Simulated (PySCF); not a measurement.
Computed IR spectrum (relative IR intensity) of a molecule H2O2S2W, multiplicity 1. Geometry optimised at PBE-D3(BJ)/def2-SVP. The multiplicity is an assumed one; no other spin state was optimised. The def2 effective core potentials stand for the cores of W; spin–orbit coupling is left out. The values are those of a single conformer. All values below come from PBE-D3(BJ)/def2-SVP (PySCF). Frequencies are harmonic and unscaled.

Lines under 2 % of the strongest are left out, and lines within 2 cm⁻¹ are merged.

| ν (cm⁻¹) | relative intensity |
|---|---|
| 146 | 3.0 |
| 174 | 3.5 |
| 246 | 4.6 |
| 278 | 5.9 |
| 300 | 42 |
| 384 | 11 |
| 530 | 10 |
| 565 | 83 |
| 630 | 3.3 |
| 708 | 23 |
| 973 | 45 |
| 3732 | 100 |

### Question
Pick the molecule that these values belong to.
A) [OH][W]([OH])(=[S])=[S]
B) [O]=[W](=[O])([SH])[SH]
C) [O]=[W]([OH])(=[S])[SH]

### Answer
C, [O]=[W]([OH])(=[S])[SH]
